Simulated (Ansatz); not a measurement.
Ideal-gas functions of C₂H₅Br, SMILES `CCBr` at 500 K and 1 bar, from an Ansatz frequency run at PBE0-D4/def2-TZVP.

Molar mass 108.97 g/mol, point group Cs (symmetry number 1), electronic degeneracy 1, moments of inertia 16.589, 133.119, 143.384 u Å². Harmonic wavenumbers (cm⁻¹, unscaled): 260, 287, 589, 772, 985, 1037, 1092, 1265, 1277, 1406, 1476, 1480, 1490, 3050, 3109, 3127, 3142, 3177.

Use S(trans) = R[1.5 ln M + 2.5 ln T − 1.1517]; rotational temperatures θ = 24.2544 K / I; S(rot) = R[ln(√π/σ · √(T³/θAθBθC)) + 1.5]; for each mode x = 1.438777 ν̃/T, S = R[x/(eˣ − 1) − ln(1 − e⁻ˣ)] and H = RT x/(eˣ − 1); 1 cm⁻¹ = 0.0119627 kJ/mol; R = 8.31446 J/(mol·K).

Q: By hand: the entropy, in J/(mol·K).

A: Translation 178.1. Rotation: θ = 1.4621, 0.1822, 0.1692 K, giving 107.6. Vibration, mode by mode: 10.92, 10.14, 4.86, 3.20, 1.97, 1.75, 1.55, 1.04, 1.01, 0.75, 0.63, 0.63, 0.61, 0.01, 0.01, 0.01, 0.01, 0.01, in all 39.1. Electronic 0.0. Sum 324.8 J/(mol·K).

Q: By hand: H − E and G − E in kJ/mol, counted from the electronic energy.

A: Zero-point energy ½ × 29021 × 0.0119627 = 173.6; thermal vibration 12.0; translation, rotation and pV give 4 RT = 16.6. H − E = 202.2 kJ/mol, and G − E = 202.2 − 500 × 324.8/1000 = 39.8 kJ/mol.

Vibration gives 12 % of the entropy.
